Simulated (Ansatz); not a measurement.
Tuning the range parameter of LC-ωPBE so that −HOMO meets the ionisation energy; basis def2-SVP, Ansatz. System: the cluster Mo₂O₆. The state is a singlet with charge 0. Geometry: r2SCAN-D4/def2-SVP. The ionised state is a doublet.

Geometry of the singlet:

```xyz
8

Mo    0.006    1.406   -0.298
Mo   -0.006   -1.406    0.298
O     1.362   -2.380    0.413
O    -1.384   -2.331    0.585
O     0.082    0.261    1.233
O    -0.082   -0.261   -1.233
O    -1.363    2.380   -0.413
O     1.384    2.331   -0.585
```

In the def2 sets Mo takes a core potential; there is no spin–orbit coupling. The structure comes from a short search, and lower isomers may exist.

```json
{"ω (1/bohr)": "0.1", "HOMO (eV)": "-9.81", "LUMO (eV)": "-4.14", "vertical IE (eV)": "11.29", "HOMO + IE (eV)": "1.48"}
{"ω (1/bohr)": "0.15", "HOMO (eV)": "-10.48", "LUMO (eV)": "-3.62", "vertical IE (eV)": "11.56", "HOMO + IE (eV)": "1.08"}
{"ω (1/bohr)": "0.2", "HOMO (eV)": "-11.07", "LUMO (eV)": "-3.25", "vertical IE (eV)": "11.83", "HOMO + IE (eV)": "0.77"}
{"ω (1/bohr)": "0.3", "HOMO (eV)": "-12.05", "LUMO (eV)": "-2.84", "vertical IE (eV)": "12.07", "HOMO + IE (eV)": "0.02"}
```

Q: Where does the tuning condition hold?

A: Not within the range that was run.
